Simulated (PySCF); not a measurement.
B(AsH2)2(OH) (As2BH5O), SMILES [AsH2]B(O)[AsH2].

Geometry optimised at B3LYP-D3(BJ)/def2-SVP. This is a generated structure with no PubChem entry under its InChIKey; it may be hypothetical. One conformer was computed; it need not be the lowest.

Level of theory: PBE/def2-TZVP (PySCF).

Gas-phase values at a fixed geometry.

### Question
Estimate the frontier levels, gap, dipole moment and polarisability. (Estimate from the structure and the level; the computed values follow.)

### Answer

```yaml
highest_occupied_level: -5.87 eV
lowest_empty_level: -1.73 eV
orbital_gap: 4.14 eV
dipole_moment: 0.350 e·Å
quadrupole, principal values (traceless, Buckingham form, about the centre of nuclear charge): -7.76, -0.32, 8.08 D·Å
mean_static_polarisability: 85.3 bohr³ (12.64 Å³)
polarisability_principal_values: 66.4, 80.4, 109.2 bohr³
```
